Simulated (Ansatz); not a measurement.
`[F][Sn]([Cl])[I]` radical, 4 atoms. The species carries charge 0 and has multiplicity 2. Correlated methods include outer-core shells of I, Sn, which these sets cover unevenly. Sn, I takes the def2 core potential. All runs use 4 threads of an AMD EPYC 9R45 on a shared host. Correlated methods freeze the cores. Open-shell runs search over several starts.

Q: Give the basis size and wall time and peak host memory of each of these runs in Ansatz. UKS CAM-B3LYP-D4/def2-TZVPP energy; UKS ωB97X-V/def2-TZVPP energy; UKS PBE0-D4/def2-QZVPP energy; UKS PBE0-D4/def2-SVP energy; UKS B97M-V/def2-TZVPP energy; UKS PBE0-D4/def2-TZVP frequencies; UKS SPW92 (LDA)/def2-TZVPP energy; UHF-CCSD(T)/def2-TZVPP energy; UKS ωB97M-V/def2-QZVPP energy; UHF-MP2/def2-QZVPP energy; UKS PBE0-D4/def2-TZVP relaxation (4 steps); direct RPA on PBE orbitals/def2-TZVPP energy. (Best estimate.)

A: Ansatz gave: Other jobs shared the machine, so times are rough.

```json
{"level": "UKS PBE0-D4/def2-SVP", "job": "energy", "functions": "84", "wall time": "0.65 s", "peak host memory (GiB)": "0.36"}
{"level": "UKS SPW92 (LDA)/def2-TZVPP", "job": "energy", "functions": "173", "wall time": "0.7 s", "peak host memory (GiB)": "0.29"}
{"level": "UKS CAM-B3LYP-D4/def2-TZVPP", "job": "energy", "functions": "173", "wall time": "1.6 s", "peak host memory (GiB)": "0.75"}
{"level": "direct RPA on PBE orbitals/def2-TZVPP", "job": "energy", "functions": "173", "wall time": "2.4 s", "peak host memory (GiB)": "0.55"}
{"level": "UKS ωB97X-V/def2-TZVPP", "job": "energy", "functions": "173", "wall time": "3 s", "peak host memory (GiB)": "0.87"}
{"level": "UKS PBE0-D4/def2-QZVPP", "job": "energy", "functions": "291", "wall time": "3 s", "peak host memory (GiB)": "1.2"}
{"level": "UKS B97M-V/def2-TZVPP", "job": "energy", "functions": "173", "wall time": "3.1 s", "peak host memory (GiB)": "0.49"}
{"level": "UHF-MP2/def2-QZVPP", "job": "energy", "functions": "291", "wall time": "4.1 s", "peak host memory (GiB)": "1.2"}
{"level": "UKS ωB97M-V/def2-QZVPP", "job": "energy", "functions": "291", "wall time": "7 s", "peak host memory (GiB)": "1.5"}
{"level": "UKS PBE0-D4/def2-TZVP", "job": "relaxation (4 steps)", "functions": "168", "wall time": "8 s", "peak host memory (GiB)": "0.64"}
{"level": "UKS PBE0-D4/def2-TZVP", "job": "frequencies", "functions": "168", "wall time": "27 s", "peak host memory (GiB)": "0.64"}
{"level": "UHF-CCSD(T)/def2-TZVPP", "job": "energy", "functions": "173", "wall time": "91 s", "peak host memory (GiB)": "5.4"}
```
